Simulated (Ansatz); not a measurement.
(I2In-mu-NH2)2 (In₂I₄N₂H₄). The state is a singlet with charge 0. Geometry r2SCAN-D4/def2-SVP, basis def2-TZVP, Ansatz.

```
run  HOMO (eV)  LUMO (eV)
  A      -7.64      -2.44
  B      -7.85      -2.35
  C      -6.52      -3.21
  D      -6.83      -3.04
```

In the def2 sets I, In take a core potential; there is no spin–orbit coupling.

Task: The runs used PBE, PBE0, r2SCAN, r2SCAN0. Estimate which is which.

Result: A PBE0 (25 % exact exchange); B r2SCAN0 (25 % exact exchange); C PBE (0 % exact exchange); D r2SCAN (0 % exact exchange). Exact exchange lowers occupied and raises empty levels; among semilocal functionals meta-GGAs tend to open the gap a little, and such runs are hard to tell apart. The gap grows from 3.31 eV (PBE) to 5.50 eV (r2SCAN0).
